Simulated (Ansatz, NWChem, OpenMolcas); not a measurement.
# GeH3F (SMILES [F][GeH3]): the electronic atomisation energy, rung by rung

The species is GeH3F (5 atoms), meant as a singlet with charge 0. As SMILES, `[F][GeH3]`. The coordinates come from a PBE0-D4/def2-TZVP relaxation.

```xyz
5

F    -1.0465    0.4743    1.1622
Ge    0.0682   -0.0416   -0.0728
H     1.3310   -0.5120    0.6586
H    -0.6278   -1.1780   -0.8312
H     0.3251    1.1836   -0.9581
```

Quantity: the electronic atomisation energy, in eV. The values are calculated. Electronic energies at fixed atoms, without zero-point motion or spin-orbit coupling.

```json
{"level": "SVWN5/aug-cc-pVDZ", "kind": "LDA", "program": "OpenMolcas", "value (eV)": "16.13", "CPU time (all runs)": "27 s"}
{"level": "BLYP/aug-cc-pVDZ", "kind": "GGA", "program": "Ansatz", "value (eV)": "13.94", "CPU time (all runs)": "8.4 s"}
{"level": "revPBE/aug-cc-pVDZ", "kind": "GGA", "program": "Ansatz", "value (eV)": "13.66", "CPU time (all runs)": "7.5 s"}
{"level": "M06-L/aug-cc-pVDZ", "kind": "meta-GGA", "program": "OpenMolcas", "value (eV)": "14.41", "CPU time (all runs)": "78 s"}
{"level": "PBE0/aug-cc-pVDZ", "kind": "global hybrid", "program": "Ansatz", "value (eV)": "13.93", "CPU time (all runs)": "7.2 s"}
{"level": "r2SCAN0/aug-cc-pVDZ", "kind": "hybrid meta-GGA", "program": "Ansatz", "value (eV)": "14.04", "CPU time (all runs)": "16 s"}
{"level": "CAM-B3LYP/aug-cc-pVDZ", "kind": "range-separated hybrid", "program": "NWChem", "value (eV)": "14.27", "CPU time (all runs)": "1.7 min"}
{"level": "MP3/aug-cc-pVDZ", "kind": "perturbation theory", "program": "NWChem", "value (eV)": "13.76", "CPU time (all runs)": "2.3 min"}
{"level": "FCI/STO-3G", "kind": "exact in the basis", "program": "Ansatz", "value (eV)": "15.84", "CPU time (all runs)": "12 s"}
```

All-electron rows without a relativistic Hamiltonian named are non-relativistic. The values span 13.66 to 16.13 eV. High-level rows in very small sets aren't better than simpler rows in larger ones. In the correlated wave-function rows the outer d shell of Ge is correlated, in sets not made for it. Times are those of the runs behind each value, whatever else they computed, on shared processors of several kinds: orders of magnitude only.
